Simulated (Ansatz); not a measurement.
Two isomers of C3H9AlSi: A = `C=[CH][AlH][CH2][SiH3]`, B = `CC1[CH2][AlH][SiH2]1`.

Gas-phase electronic energies from Ansatz, PBE0-D4/def2-TZVP geometries. CBS: MP2 limit from def2 TZ/QZ plus the TZ coupled-cluster correction, frozen cores. Functionals use def2-TZVPP. B3LYP here is the variant with VWN-RPA as its local correlation; programs differ in this. Each species was taken in one conformer, which may not be the lowest.

(1) Which isomer does CCSD(T)/CBS put lower? Give the gap. (Best estimate.)

(2) Give E(B) − E(A) in kcal/mol with CCSD/def2-TZVPP, B3LYP, B2PLYP, PBE0-D4, r2SCAN-D4, CCSD(T)/def2-TZVPP, PBE-D4. (Estimate.)

Largest T1 diagnostic: 0.011.

Answers

(1) The calculation gave: A, by 8.0 kcal/mol.

(2) Ansatz gave: CCSD/def2-TZVPP 8.6, B3LYP 11.0, B2PLYP 9.9, PBE0-D4 1.7, r2SCAN-D4 6.0, CCSD(T)/def2-TZVPP 7.9, PBE-D4 1.8. None reverses the order clearly.

In def2-TZVPP, CCSD(T) changes the Hartree–Fock value by −9.0 kcal/mol (the triples alone add −0.7 kcal/mol) and MP2 by −10.2 kcal/mol. The D4 term adds −1.0 kcal/mol with B3LYP and −0.4 kcal/mol with PBE0; it sums over pairs of atoms, weighted by their polarisabilities, and B3LYP, whose exchange is more repulsive, gets the larger term.
